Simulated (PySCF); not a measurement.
C3H6F2Si3.
SMILES with atom numbers: `[CH:1]#[C:2][C@:3]1([F:4])[SiH2:5][Si@H:6]([F:7])[SiH2:8]1`

Cartesian coordinates in Å at the GFN2-xTB level; atoms count from 1:
```
atom  x, y, z in Å
C1     2.8386   -1.1976   -0.5392
C2     1.8552   -0.5221   -0.4093
C3     0.6863    0.2785   -0.2562
F4     0.9893    1.6222   -0.6352
Si5   -0.0577    0.4397    1.5660
Si6   -2.1323    0.5188    0.4827
F7    -3.2070   -0.5774    1.0265
Si8   -0.8793   -0.2007   -1.3606
H9     3.6919   -1.7974   -0.6486
H10    0.3054   -0.7599    2.3293
H11    0.5439    1.5950    2.2328
H12   -2.9917    1.7014    0.4671
H13   -0.8228    0.5337   -2.6252
H14   -0.8207   -1.6348   -1.6673
```

Probes without a nucleus sit at each ring's centroid and 1 Å off its mean plane on both sides; NICS is minus the shielding there, NICSzz its component along the normal. Level: GIAO PBE0/pcSseg-1 (PySCF, non-relativistic, gas phase) on the GFN2-xTB geometry, one conformer.

Ring bond lengths (Å), with Mayer bond orders in brackets: C3–Si5 1.975 (0.78), Si5–Si6 2.342 (0.84), Si6–Si8 2.342 (0.84), Si8–C3 1.975 (0.79).

Q: Give the NICS values of each ring in ppm.

A: 
| ring | type | NICS(0) | NICS(1), two faces | NICS(1)zz, two faces | rms pucker (Å) | centre to ring atoms, mean (Å) |
| --- | --- | --- | --- | --- | --- | --- |
| C3–Si5–Si6–Si8 | 4-membered ring with 3 Si; formal bonds all single | 2.3 | -0.3 / -1.2 | 4.8 / 2.9 | 0.13 | 1.52 |

Q: What do they say, and how far can they be read as aromaticity?

A: 
- C3–Si5–Si6–Si8: mean NICS(1)zz 3.9 ppm, deshielded. C3, Si5, Si6, Si8 have four or more neighbours, and the NICS criterion for π rings isn't applied.

Q: What is the mean of the two in-plane components of NICS at the second NICS(1) probe listed for ring C3–Si5–Si6–Si8, 1 Å off the ring?

A: The isotropic value is a third of the trace: (3 × -1.2 − (2.9))/2 = -3.2 ppm.

Q: How shielded are the nuclei of the rings and their hydrogens (means over atoms taken as equivalent)?

A: 
```tsv
atoms	environment	σ isotropic (ppm)	principal values of the symmetric part, first atom (ppm)
C3	sp3 C–F carbon	96.9	49.1, 79.4, 162.0
Si5 (×2)	SiH2 silicon	382.1	327.8, 357.0, 461.6
Si6	fluorine-bound silicon	299.1	213.6, 282.0, 401.8
H10 (×2)	Si–H hydrogen	26.71	23.8, 25.6, 30.8
H11 (×2)	Si–H hydrogen	26.83	23.6, 25.3, 31.6
H12	Si–H hydrogen	25.01	21.5, 24.6, 28.9
```
